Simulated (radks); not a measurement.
Question: Tb6+, configuration [Xe] 4f(5/2: 4, 7/2: 0) 5d(3/2: 1, 5/2: 0) (not the ground configuration). Calculated with a radial shooting solver on a logarithmic mesh with Libxc functionals: Dirac Kohn-Sham, PBE, spin-unpolarised, spherical densities, finite nucleus; Fermi nuclear charge, rms radius 5.06 fm. Some entries of the table are withheld. Estimate them.

orbital  occ.  eigenvalue (hartree)  <r> (bohr)  r(max) (bohr)
1s1/2       2             -1907.559     0.02151        0.01364
2s1/2       2             -319.6360     0.09098        0.07768
2p1/2       2             -303.9496     0.07591            (1)
2p3/2       4             -276.5286     0.08286            (2)
3s1/2       2             -74.41665      0.2390         0.2201
3p1/2       2             -67.59577      0.2287         0.2074
3p3/2       4             -61.93858      0.2419         0.2199
3d3/2       4             -50.17729      0.2142            (3)
3d5/2       6             -48.94517      0.2183            (4)
4s1/2       2             -18.12282      0.5358         0.5030
4p1/2       2             -15.43350      0.5453         0.5062
4p3/2       4             -14.12957      0.5735         0.5318
4d3/2       4              -9.68097      0.5992         0.5356
4d5/2       6              -9.43816      0.6086         0.5436
5s1/2       2              -4.93855       1.193          1.111
5p1/2       2              -4.08240       1.283          1.180
4f5/2       4              -4.07897      0.6888         0.5194
4f7/2       0              -4.03833      0.6942         0.5231
5p3/2       4              -3.83573       1.345          1.239
5d3/2       1              -2.57400       1.614          1.447
5d5/2       0              -2.53845       1.635          1.467

Answer: 
(1) 2p1/2 r(max) (bohr): 0.05860
(2) 2p3/2 r(max) (bohr): 0.06452
(3) 3d3/2 r(max) (bohr): 0.1745
(4) 3d5/2 r(max) (bohr): 0.1780
